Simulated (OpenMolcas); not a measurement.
**OpenMolcas run: W⁺**

Input:

```
&GATEWAY
Coord
1

W 0.0 0.0 0.0
Basis=ANO-RCC-VTZP
Group=XYZ
NoMove
AngMom=0.0 0.0 0.0
AMFI
&SEWARD
* reference wave functions (RASSCF and RASSI steps not shown): 5 electrons in 6 orbitals (5d 6s)
>>> COPY JOB001 $Project.JobIph
&CASPT2
Multistate=6 1 2 3 4 5 6
Frozen=15 19
IPEA=0.25
Imaginary=0.1
MaxIter=60
WThr=0.0 0.3 0.05
PrWF=0.5
NoMix
>>> COPY JOB002 $Project.JobIph
&CASPT2
Multistate=81 1 2 3 4 5 6 7 8 9 10 11 12 13 14 15 16 17 18 19 20 21 22
23 24 25 26 27 28 29 30 31 32 33 34 35 36 37 38 39 40 41 42 43 44 45 46
47 48 49 50 51 52 53 54 55 56 57 58 59 60 61 62 63 64 65 66 67 68 69 70
71 72 73 74 75 76 77 78 79 80 81
NoMult
Frozen=15 19
IPEA=0.25
Imaginary=0.1
MaxIter=60
WThr=0.0 0.3 0.05
PrWF=0.5
NoMix
>>> COPY JOB003 $Project.JobIph
&CASPT2
Multistate=113 1 2 3 4 5 6 7 8 9 10 11 12 13 14 15 16 17 18 19 20 21 22
23 24 25 26 27 28 29 30 31 32 33 34 35 36 37 38 39 40 41 42 43 44 45 46
47 48 49 50 51 52 53 54 55 56 57 58 59 60 61 62 63 64 65 66 67 68 69 70
71 72 73 74 75 76 77 78 79 80 81 82 83 84 85 86 87 88 89 90 91 92 93 94
95 96 97 98 99 100 101 102 103 104 105 106 107 108 109 110 111 112 113
NoMult
Frozen=15 19
IPEA=0.25
Imaginary=0.1
MaxIter=60
WThr=0.0 0.3 0.05
PrWF=0.5
NoMix
```

Launched by
```bash
OMP_NUM_THREADS=1 MOLCAS_MEM=1689 MOLCAS_PROJECT=a pymolcas a.inp > a.log  # once for each step of the input, in one work folder
```

Output, cut to the results:

```
--- CASPT2 ---
Orbital specifications:
      -----------------------

      Symmetry species                           1   2
                                                ag  au
      Frozen orbitals                           15  19
      Inactive orbitals                          0   0
      Active orbitals                            6   0
      Secondary orbitals                        30  34
      Deleted orbitals                           0   0
      Number of basis functions                 51  53
Type of calculation                        MS-CASPT2
      Fock operator                              state-specific
      IPEA shift                                 0.25
      Real shift                                 0.00
      Imaginary shift                            0.10
      The input orbitals will be transformed to quasi-canonical
Reference energy:      -16127.1402440892
      E2 (Non-variational):      -0.0490925878
      Shift correction:          -0.0001272545
      E2 (Variational):          -0.0492198423
      Total energy:          -16127.1894639315
      Residual norm:              0.0000005715
      Reference weight:           0.97909
      Contributions to the CASPT2 correlation energy
      Active & Virtual Only:         -0.0490925878
      One Inactive Excited:           0.0000000000
      Two Inactive Excited:           0.0000000000
Reference energy:      -16127.1402440892
      E2 (Non-variational):      -0.0490926526
      Shift correction:          -0.0001272873
      E2 (Variational):          -0.0492199400
      Total energy:          -16127.1894640291
      Residual norm:              0.0000005947
      Reference weight:           0.97909
      Contributions to the CASPT2 correlation energy
      Active & Virtual Only:         -0.0490926526
      One Inactive Excited:           0.0000000000
      Two Inactive Excited:           0.0000000000
::    CASPT2 Root  1     Total energy: -16127.18946393
::    CASPT2 Root  2     Total energy: -16127.18946403
::    CASPT2 Root  3     Total energy: -16127.18946403
::    CASPT2 Root  4     Total energy: -16127.18946404
::    CASPT2 Root  5     Total energy: -16127.18946404
::    CASPT2 Root  6     Total energy: -16127.17380396
::    MS-CASPT2 Root  1     Total energy: -16127.18946411
::    MS-CASPT2 Root  2     Total energy: -16127.18946405
::    MS-CASPT2 Root  3     Total energy: -16127.18946404
::    MS-CASPT2 Root  4     Total energy: -16127.18946403
::    MS-CASPT2 Root  5     Total energy: -16127.18946402
::    MS-CASPT2 Root  6     Total energy: -16127.17380379
--- CASPT2 ---
Orbital specifications:
      -----------------------

      Symmetry species                           1   2
                                                ag  au
      Frozen orbitals                           15  19
      Inactive orbitals                          0   0
      Active orbitals                            6   0
      Secondary orbitals                        30  34
      Deleted orbitals                           0   0
      Number of basis functions                 51  53
Type of calculation                        SS-CASPT2
      Fock operator                              state-specific
      IPEA shift                                 0.25
      Real shift                                 0.00
      Imaginary shift                            0.10
      The input orbitals will be transformed to quasi-canonical
Reference energy:      -16127.0883784854
      E2 (Non-variational):      -0.0636767814
      Shift correction:          -0.0003635342
      E2 (Variational):          -0.0640403155
      Total energy:          -16127.1524188010
      Residual norm:              0.0000000771
      Reference weight:           0.96613
      Contributions to the CASPT2 correlation energy
      Active & Virtual Only:         -0.0636767814
      One Inactive Excited:           0.0000000000
      Two Inactive Excited:           0.0000000000
Reference energy:      -16127.0883784854
      E2 (Non-variational):      -0.0636777140
      Shift correction:          -0.0003636278
      E2 (Variational):          -0.0640413418
      Total energy:          -16127.1524198272
      Residual norm:              0.0000000771
      Reference weight:           0.96613
      Contributions to the CASPT2 correlation energy
      Active & Virtual Only:         -0.0636777140
      One Inactive Excited:           0.0000000000
      Two Inactive Excited:           0.0000000000
::    CASPT2 Root  1     Total energy: -16127.15241880
::    CASPT2 Root  2     Total energy: -16127.15241983
::    CASPT2 Root  3     Total energy: -16127.15241635
::    CASPT2 Root  4     Total energy: -16127.14132129
::    CASPT2 Root  5     Total energy: -16127.14124100
::    CASPT2 Root  6     Total energy: -16127.14123953
::    CASPT2 Root  7     Total energy: -16127.14141554
::    CASPT2 Root  8     Total energy: -16127.14138079
::    CASPT2 Root  9     Total energy: -16127.14136017
::    CASPT2 Root 10     Total energy: -16127.14126716
::    CASPT2 Root 11     Total energy: -16127.13500593
::    CASPT2 Root 12     Total energy: -16127.13500433
::    CASPT2 Root 13     Total energy: -16127.13501357
::    CASPT2 Root 14     Total energy: -16127.13501091
::    CASPT2 Root 15     Total energy: -16127.13494501
::    CASPT2 Root 16     Total energy: -16127.11773486
::    CASPT2 Root 17     Total energy: -16127.11736415
::    CASPT2 Root 18     Total energy: -16127.11729915
::    CASPT2 Root 19     Total energy: -16127.11746166
::    CASPT2 Root 20     Total energy: -16127.11730528
::    CASPT2 Root 21     Total energy: -16127.11752149
::    CASPT2 Root 22     Total energy: -16127.11768930
::    CASPT2 Root 23     Total energy: -16127.11765503
::    CASPT2 Root 24     Total energy: -16127.11733882
::    CASPT2 Root 25     Total energy: -16127.11758605
::    CASPT2 Root 26     Total energy: -16127.11728628
::    CASPT2 Root 27     Total energy: -16127.12019730
...
```

Levels above the lowest, from the spin-orbit matrix with the multistate effective Hamiltonian, averaged by term, added to it:

| Configuration | Term | J | E (cm-1) | Measured (cm-1) | Term weight % | Second |
| --- | --- | --- | --- | --- | --- | --- |
| 5d4 6s | 6D | 1/2 | 0.0 | 0.0 | 81 | 14 4P(1) |
| 5d4 6s | 6D | 3/2 | 1576 | 1519 | 90 | 7 4P(1) |
| 5d4 6s | 6D | 5/2 | 3300 | 3172 | 95 |  |
| 5d4 6s | 6D | 7/2 | 4850 | 4716 | 94 | 3 4F(1) |
| 5d4 6s | 6D | 9/2 | 6250 | 6147 | 88 | 9 4F(1) |
| 5d5 | 6S | 5/2 | 7160 | 7420 | 84 | 10 5d4 6s 4P(1) |
| 5d4 6s | 4P(1) | 1/2 | 9670 |  | 61 | 16 6D |
| 5d4 6s | 4P(1) | 3/2 | 11110 |  | 58 | 19 4D(1) |
| 5d4 6s | 4F(1) | 3/2 | 12790 |  | 76 | 12 4P(1) |
| 5d4 6s | 4F(1) | 5/2 | 13450 |  | 55 | 20 4D(1) |
| 5d4 6s | 4D(1) | 1/2 | 13920 |  | 67 | 16 4P(1) |
| 5d4 6s | 4P(1) | 5/2 | 14860 |  | 38 | 33 4F(1) |
| 5d4 6s | 4F(1) | 7/2 | 14900 |  | 62 | 12 4D(1) |
| 5d4 6s | 4D(1) | 3/2 | 15860 |  | 70 | 16 4P(1) |
| 5d4 6s | 4F(1) | 9/2 | 16320 |  | 53 | 14 4G |
| 5d4 6s | 4D(1) | 5/2 | 16430 |  | 32 | 24 2D(1) |
| 5d4 6s | 4H | 7/2 | 17490 |  | 52 | 16 4F(1) |
| 5d4 6s | 4G | 5/2 | 17970 |  | 54 | 16 4D(1) |
| 5d4 6s | 4D(1) | 7/2 | 17970 |  | 53 | 18 2F(1) |
| 5d4 6s | 4H | 9/2 | 18720 |  | 42 | 27 4F(1) |
| 5d4 6s | 4H | 11/2 | 19390 |  | 53 | 45 4G |
| 5d4 6s | 4G | 7/2 | 19610 |  | 38 | 19 4D(1) |
| 5d4 6s | 2P | 1/2 | 20510 |  | 53 | 20 4D(1) |
| 5d4 6s | 4F(2) | 3/2 | 21170 |  | 50 | 23 2D(1) |

Against the 5 measured excited levels shown (NIST Handbook of Basic Atomic Spectroscopic Data) the mean absolute deviation is 140 cm-1; the largest miss in energy is 5d5 6S 5/2: computed 7160, measured 7420 cm-1 (-3.5 %).

Term energies are means over components that CASPT2 splits; among the terms shown or strongly mixed into the levels shown the widest spread is 320 cm-1 (5d4 6s 4F(2)). Blocks of more than 70 roots (2S+1 = 4 even, 2 even) ran without multistate coupling. Some high roots are left out of the spin-orbit mixing, which shifts the levels that they would mix with. Terms from blocks run as CI alone lack orbitals of their own. Configurations are named by rounded mean occupations; where the s occupation lies near a half they are strongly mixed, a name can repeat and a true partner stay unpaired. A single d shell beside an s shell can misplace configurations of different d count against each other. The CASPT2 spread within a term exceeds the gap to the next term for 5d4 6s 4F(2) and 5d4 6s 2P, so the order of their levels is uncertain, and so are names and mixing where such terms share a J. Measured partners are found by configuration, term and J. A level has none where our copy of the source lacks it or the pairing is in doubt (some pairs that miss far off the trend of their configuration count as doubtful), and it then counts in no deviation. Only configurations of the active space appear. The first state left out of the spin-orbit step lies near 43000 cm-1 above the lowest spin-free state of the reference (among the parities and spins computed), and the list stops at four fifths of that energy or lower. The table shows the lowest 24 of 65 levels.

The term weight is that of the spin-free term in the level, not the purity of its configuration. A number in round brackets counts repeated terms of one configuration in the order of the reference energies.
